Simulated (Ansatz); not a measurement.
Reaction (hydrogenolysis of the Sn–C bond): `[CH3][SnH]([Cl])[O][SiH3]` + H₂ → `[SiH3][O][SnH2][Cl]` + CH₄

Calculated with Ansatz (gas phase, PBE0-D4/def2-TZVP geometries, no zero-point term in ΔE). CCSD(T)/CBS adds triple-zeta CCSD(T) − MP2 to the extrapolated MP2 energy (def2 sets, frozen cores). This one scheme is used for every species. DFT in def2-TZVPP. def2 core potentials past Kr. For Sn outer-core shells are correlated without core-valence functions, which leaves a few kJ/mol of doubt a bond. One conformer a species, not always the lowest.

`[CH3][SnH]([Cl])[O][SiH3]`:

Z-matrix (Å, degrees):
```
C
Sn 1 2.114
H 1 1.089 2 108.1
H 1 1.089 2 110.0 3 119.8
H 1 1.090 2 109.4 3 -119.4
Cl 2 2.332 1 108.9 3 -54.7
O 2 1.951 1 106.2 3 58.0
H 2 1.701 1 121.0 3 -179.3
Si 7 1.634 2 136.2 1 -144.8
H 9 1.486 7 108.2 2 -162.8
H 9 1.491 7 111.3 2 -43.3
H 9 1.488 7 111.4 2 77.6
```

H₂:

```xyz
2

H     0.113   -0.004   -0.356
H    -0.113    0.004    0.356
```

`[SiH3][O][SnH2][Cl]`:

Cartesian coordinates in Å:
```
Si 1.046 -1.221 -0.298
O -0.159 -0.214 -0.759
Sn -1.155 1.255 0.033
Cl -0.665 1.194 2.304
H 0.591 -2.157 0.765
H 1.463 -2.003 -1.490
H 2.217 -0.459 0.218
H -2.800 0.903 -0.172
H -0.539 2.702 -0.601
```

CH₄:

Z-matrix (Å, degrees):
```
C
H 1 1.090
H 1 1.090 2 109.5
H 1 1.090 2 109.5 3 -120.0
H 1 1.090 2 109.5 3 120.0
```

Problem. Is it downhill or uphill in electronic energy at CCSD(T)/CBS, and by how much? (Estimate.)

Solution. Ansatz gave: Downhill: ΔE = -21.3 kJ/mol.

Problem. What do these levels give: revPBE-D4, BHLYP-D4, BHLYP, HF/def2-SVP, MP2/def2-TZVPP, SCS-MP2/def2-TZVPP? (Estimate.)

Solution. The calculation gave: revPBE-D4 -22.4, BHLYP-D4 -34.7, BHLYP -42.4, HF/def2-SVP -61.0, MP2/def2-TZVPP -17.9, SCS-MP2/def2-TZVPP -24.7 kJ/mol.

Largest T1 diagnostic among the species: 0.013.

From BLYP to BHLYP (50 % exact exchange), in def2-TZVPP and without D4, ΔE moves by −6.2 kJ/mol. The D4 term adds +8.5 kJ/mol with B3LYP and +4.8 kJ/mol with PBE0; it sums over pairs of atoms, weighted by their polarisabilities, and B3LYP, whose exchange is more repulsive, gets the larger term. Leaving LDA and LC-ωPBE aside and taking each functional with its dispersion term where it has one, the values, not all of them listed here, spread over 18.8 kJ/mol, from B97M-V to revPBE-D4.

B3LYP here is the variant with VWN-RPA as its local correlation; programs differ in this.
